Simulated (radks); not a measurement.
Values are calculated unless marked as measured or tabulated.
All-electron atom: Tc5.25+ in [Ar] 3d10 4s(up 1, down 0.75) 4p6 4d2 (fractional occupations, a model configuration).

Code: a radial shooting solver on a logarithmic mesh with Libxc functionals. Model: scalar-relativistic Kohn-Sham, r2SCAN, spin-polarised, spherical densities, finite nucleus; open shells are filled with parallel spins first (spin-orbit coupling, left out, can overturn this in heavy ions); meta-GGA in the generalised Kohn-Sham scheme; Fermi nuclear charge, rms radius 4.4112 fm.

Energy parts (hartree):
| part | energy |
|---|---|
| total | -4279.40864 |
| kinetic | 4419.23577 |
| electron-nucleus | -10214.94789 |
| Hartree | 1642.81827 |
| exchange-correlation | -126.51478 |

Orbitals (lengths in bohr, moments of r in powers of bohr):
orbital  occ.  eigenvalue (hartree)      <r^4>
1s up       1             -771.1956  6.534e-06
1s down     1             -771.1939  6.534e-06
2s up       1             -112.7805   0.001197
2s down     1             -112.7589   0.001197
2p up       3             -101.1198  0.0008596
2p down     3             -101.1034  0.0008592
3s up       1             -22.00996    0.05958
3s down     1             -22.00100    0.05950
3p up       3             -18.14709    0.06546
3p down     3             -18.13559    0.06530
3d up       5             -11.92016    0.06959
3d down     5             -11.90019    0.06919
4s up       1              -5.29317      2.129
4s down  0.75              -5.18752      2.118
4p up       3              -4.19223      3.038
4p down     3              -4.08112      3.021
4d up       2              -2.55539      6.994
4d down     0              -2.43231      6.993

The highest occupied level is 4d up at -69.536 eV. The density falls to 0.001 e/bohr^3 at r = 2.78 bohr. Summed over all electrons, <r^2> = 18.48 bohr^2, which gives a Langevin (diamagnetic) susceptibility term of -14.6 x 10^-6 cm^3/mol. Spin moment in Bohr magnetons: 2.25.
